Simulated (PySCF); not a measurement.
C₇H₁₁Cl.
Geometry (GFN2-xTB, Å), atoms numbered from 1 in this order:
```xyz
19
C7H11Cl angstrom
C      3.0307    0.8856    0.7694
C      2.2685   -0.0046    0.5245
C      1.3790   -1.0889    0.1896
Cl     2.3434   -2.3648   -0.6690
C      0.2305   -0.6453   -0.7129
C     -0.6606    0.4254   -0.0689
C     -1.3680   -0.0988    1.1793
C     -1.6891    0.9026   -1.0924
H      3.6874    1.6705    0.9997
H      1.0112   -1.5727    1.0979
H     -0.3734   -1.5191   -0.9663
H      0.6529   -0.2462   -1.6379
H     -0.0289    1.2740    0.2164
H     -1.9070   -1.0175    0.9557
H     -0.6606   -0.2935    1.9816
H     -2.0833    0.6376    1.5383
H     -2.3140    1.6847   -0.6681
H     -1.1975    1.3015   -1.9764
H     -2.3310    0.0788   -1.3977
```

Computed at PBE0/pcSseg-1 (PySCF, non-relativistic), with Q(35Cl) = −0.0817 b: Cl4, 35Cl (I = 3/2): χzz = -78.49 MHz, η = 0.006.

(1) Where would the pure quadrupole (NQR) lines of 35Cl at Cl4 fall for the rigid, isolated species?

(2) Apply the simplest Townes–Dailey estimate (no s hybridisation, no π bonding), ionic character = 1 − χzz/χ0, where χ0 is the coupling for one missing p electron along the bond: −109.74 MHz for 35Cl.

Results:

(1) From ν = (|χ|/2)√(1 + η²/3): ν = 39.25 MHz (alkyl chlorine). For 37Cl the ratio of quadrupole moments, 0.7881, gives 30.93 MHz.

(2) Cl4 on C3: 1 − (-78.49)/(-109.74) = 0.28. In this model a purely covalent bond gives χ0 and a free halide ion gives zero; s hybridisation or π bonding, where present, is counted here as ionic character.

In a crystal, neighbours and librations shift these lines. GFN2-xTB bond lengths can be off by several hundredths of an ångström, more for odd bonds, and the gradients follow them. With so small a basis the couplings can be 20 % off.

The run behind these numbers computed NMR shieldings as well. The run took 59 s on an Arm Neoverse N1 with one thread (shared host).

One conformer stands for the species.
